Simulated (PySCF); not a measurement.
Correlation energy of Te³⁺ (tellurium, charge +3)

[Kr] 4d10 5s2 5p1, 2P determinant. Computed with PySCF 2.14 in def2-TZVPPD with the def2 core potential (28 electrons) (7s6p4d2f, 59 functions), with scalar relativity through the core potential. Frozen: 4s2 4p6 4d10; 3 electrons correlated.

```csv
level,correlation energy (mhartree)
CCSD,-47.90
(T),-0.56
CCSD(T),-48.46
CCSDT,-48.64
```

Diagnostics: T1 = 0.0074, D1 = 0.0171, largest double amplitude 0.093.

Cost of the coupled-cluster step: of the order of 1.6 core-seconds, for 3 correlated electrons.
